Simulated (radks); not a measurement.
Values are calculated unless marked as measured or tabulated.
Spin polarisation of the 4d7 shell in Pd3+. Start: [Kr] 4d(up 3.5, down 3.5); electrons of 4d are moved from spin down to spin up, other shells keep equal spins. Code: a radial shooting solver on a logarithmic mesh with Libxc functionals. Model: scalar-relativistic Kohn-Sham, BLYP, spin-polarised, spherical densities, point nucleus.

| moment (Bohr magnetons) | E - E(0) (eV) | e(4d up) (eV) | e(4d down) (eV) | 4p down minus up (eV) | 4s down minus up (eV) |
|---|---|---|---|---|---|
| 0 | 0.000 | -41.515 | -41.515 | 0.000 | 0.000 |
| 0.75 | -0.110 | -41.797 | -41.212 | 0.610 | 0.591 |
| 1.5 | -0.438 | -42.057 | -40.890 | 1.219 | 1.182 |
| 2.25 | -0.983 | -42.294 | -40.552 | 1.825 | 1.769 |
| 3 | -1.743 | -42.507 | -40.198 | 2.426 | 2.354 |

At moment 3 the spin-polarisation energy is -1.743 eV and the 4d exchange splitting 2.309 eV, that is 0.770 eV per Bohr magneton; E = -I m^2/4 would give I = 0.775 eV.
